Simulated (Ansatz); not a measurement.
The same path of ClH + F3H2O2W (10 atoms, charge 0, multiplicity 2) was run twice with different band settings.

Method: Ansatz, UKS PBE/def2-SVP.

Relaxed end points:

```xyz
10
Properties=species:S:1:pos:R:3
W 0.437 0.032 -0.477
H -1.603 -0.485 1.816
F 1.943 -0.420 -1.529
O 0.692 1.893 -0.319
H -0.040 2.353 0.157
F -1.234 0.465 0.510
O 1.085 -0.802 1.047
H 0.513 -1.144 1.794
F -0.677 -0.526 -1.869
Cl -1.369 -1.365 2.794
```

```xyz
10
Properties=species:S:1:pos:R:3
W 0.040 -0.111 -0.602
H 0.366 0.559 2.352
F 1.863 -0.523 -0.212
O -0.003 1.372 0.611
H -0.869 1.845 0.589
F -1.641 0.618 -1.180
O -0.629 -1.566 0.334
H -0.295 -1.678 1.266
F 0.533 -0.043 -2.408
Cl 0.382 -0.474 3.173
```

Common settings: spring 5.0 eV/Å²; optimiser quadratic models (default); start path through a guess of the saddle point; force threshold 0.05 eV/Å; iteration limit 60; end points relaxed.

| run | movable images | climbing image |
| --- | --- | --- |
| 1 | 5 | yes |
| 2 | 2 | no |

**Question.** What does each run give, and how far can it be trusted?

**Answer.** Run 1: converged after 37 iterations, highest image 0.340 eV above the first end. A vibrational analysis at the climbing image gives no mode beyond 40i cm⁻¹: the surface is too flat there to confirm a saddle point.
Run 2: converged after 19 iterations, highest image 0.316 eV above the first end. No image climbed, so the highest image needn't sit at the top of the path. So few images can step over the top or miss a turn of the path.
